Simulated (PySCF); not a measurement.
In(Cl)(Et)(OH) (C₂H₆ClInO), SMILES C[CH2][In]([OH])[Cl].

Geometry optimised at PBE0-D3(BJ)/def2-SVP. The def2 effective core potentials stand for the cores of In; spin–orbit coupling is left out. The values are those of a single conformer.

The numbers are results of PySCF 2.14.0 with PBE0-D3(BJ)/def2-SVP, not measurements.

Frequencies are harmonic and unscaled.

A small imaginary wavenumber (i) marks a very flat motion, where grid noise or a shallow saddle decides the sign.

Computed normal modes with their intensities:
```csv
mode,ν (cm⁻¹),IR (km/mol),moving atoms (share of kinetic energy)
1,5i,0.2,"H 47 %, C 36 %, O 14 %"
2,57,1.4,"C 35 %, Cl 31 %, H 14 %, In 13 %"
3,104,5.9,"O 31 %, In 30 %, H 23 %, C 9 %"
4,121,21.8,"O 57 %, Cl 21 %, In 12 %, H 9 %"
5,225,3.1,"H 83 %, C 12 %"
6,243,4.6,"C 62 %, H 22 %, In 12 %"
7,328,110.7,H 92 %
8,352,40.2,"Cl 78 %, In 19 %"
9,492,18.6,"C 66 %, H 21 %, In 9 %"
10,616,83.1,"O 83 %, In 14 %"
11,649,17.7,"H 82 %, C 17 %"
12,806,75.7,H 93 %
13,947,1.2,"H 91 %, C 9 %"
14,970,6.9,"H 82 %, C 18 %"
15,1066,7.5,"C 72 %, H 28 %"
16,1195,28.5,"H 67 %, C 33 %"
17,1241,2.2,"H 77 %, C 23 %"
18,1398,3.6,"H 82 %, C 18 %"
19,1437,2.1,"H 88 %, C 12 %"
20,1468,3.9,H 97 %
21,1473,10.2,H 97 %
22,3051,26.1,H 97 %
23,3084,4.6,H 95 %
24,3137,10.3,"H 91 %, C 9 %"
25,3141,0.0,"H 90 %, C 10 %"
26,3161,10.7,"H 90 %, C 10 %"
27,3886,66.3,H 94 %
```
